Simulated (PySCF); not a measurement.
Rigid-rotor lines calculated for a species of formula C7H14 (commonest isotopes; PBE0-D3(BJ)/def2-SVP geometry optimisation, gas phase in PySCF), labelled J(Ka,Kc):

```tsv
transition	MHz
1(1,1) ← 0(0,0)	4472.2
2(0,2) ← 1(0,1)	7281.7
2(1,2) ← 1(1,1)	6952.6
2(1,1) ← 1(1,0)	8016.0
1(0,1) ← 0(0,0)	3742.2
```

(1) Find the rotational constants.

(2) What moments of inertia, asymmetry and inertial defect follow?

(3) Which dipole components do these lines need?

(4) Where do these fall, and of which type are they? 2(0,2) ← 1(1,1); 3(2,2) ← 2(1,1); 4(3,1) ← 3(3,0); 4(1,4) ← 3(0,3); 3(3,0) ← 3(2,1); 3(1,2) ← 2(2,1); 4(2,3) ← 3(1,2); 3(2,1) ← 3(1,2).

(5) Which structure gave them?

## Answers

(1) 1(0,1) ← 0(0,0) is B + C, 2(1,1) ← 1(1,0) is 3B + C and 2(1,2) ← 1(1,1) is B + 3C, so B − C is half the difference of the last two, 531.7 MHz. 1(1,1) ← 0(0,0) is A + C. A = 2867.0, B = 2136.9, C = 1605.2 MHz.

(2) I = 505379 MHz·u·Å² over each constant: Ia = 176.27, Ib = 236.50, Ic = 314.84 u·Å²; κ = (2B − A − C)/(A − C) = -0.157 (asymmetric top); Δ = Ic − Ia − Ib = -97.93 u·Å².

(3) μa and μb (a-type: ΔKa even, ΔKc odd; b-type: both odd). The calculation gives |μa| = 0.24 D, |μb| = 0.20 D, |μc| = 0.07 D.

(4) 
```csv
transition,MHz,type,branch
"3(2,1) ← 3(1,2)",2428,b,Q
"3(3,0) ← 3(2,1)",4269,b,Q
"2(0,2) ← 1(1,1)",6552,b,R
"3(1,2) ← 2(2,1)",9672,b,R
"3(2,2) ← 2(1,1)",13417,b,R
"4(1,4) ← 3(0,3)",13775,b,R
"4(3,1) ← 3(3,0)",15543,a,R
"4(2,3) ← 3(1,2)",16360,b,R
```

(5) 3,4-dimethyl-1-pentene (`C=C[C@@H](C)C(C)C`), point group C1. Three constants can't fix a structure by themselves; this is the one that was computed:
```xyz
21
C7H14 angstrom
C      1.972   -0.810    1.344
C      1.327   -0.725    0.179
C      0.504    0.444   -0.280
C      0.960    0.912   -1.661
C     -1.017    0.152   -0.235
C     -1.431   -1.052   -1.074
C     -1.511    0.007    1.199
H      1.941    0.008    2.071
H      2.555   -1.695    1.615
H      1.396   -1.568   -0.521
H      0.680    1.271    0.431
H      0.361    1.770   -2.005
H      2.016    1.219   -1.643
H      0.864    0.114   -2.414
H     -1.504    1.045   -0.669
H     -1.019   -1.988   -0.663
H     -1.099   -0.967   -2.120
H     -2.527   -1.157   -1.085
H     -1.273    0.899    1.799
H     -1.041   -0.859    1.692
H     -2.602   -0.139    1.229
```

The values belong to one conformer (point group C1) with, in the numbering `[CH2:1]=[CH:2][C@@H:3]([CH3:4])[CH:5]([CH3:6])[CH3:7]`, C1–C2–C3–C4 127°, C2–C3–C5–C6 -58°. Whether it is a minimum is left open (no frequencies). These are rigid-rotor constants of the computed structure; measured ground-state constants (B0) also hold zero-point vibration. A rigid rotor knows nothing of internal rotation, which can split or shift real lines.

The run took 59 s wall on an Arm Neoverse V2 with one thread (shared host), and the process peaked at 0.78 GiB of memory. That covers the optimisation of the geometry.
